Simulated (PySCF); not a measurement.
I2, SMILES II. Coordinates come from a PBE-D3(BJ)/def2-TZVP optimisation. The def2 effective core potentials stand for the cores of I; spin–orbit coupling is left out.

Computed with PBE-D3(BJ)/def2-TZVP in PySCF.

Harmonic wavenumbers (cm⁻¹): 212. Rotational constants (GHz): 1.104 (linear); symmetry number 2.

Question: Work out the zero-point energy and the ideal-gas rigid-rotor harmonic-oscillator thermochemistry at 298.15 K and 1 atm.

Answer: ZPE = ½ Σ hcν = ½ × 212 cm⁻¹ = 0.30 kcal/mol. H − E(el) = 2.72 kcal/mol. Entropy in cal/(mol K): translation 42.49, rotation 17.77, vibration 2.02, total 62.29. G − E(el) = -15.85 kcal/mol. Cp = 8.78 cal/(mol K).
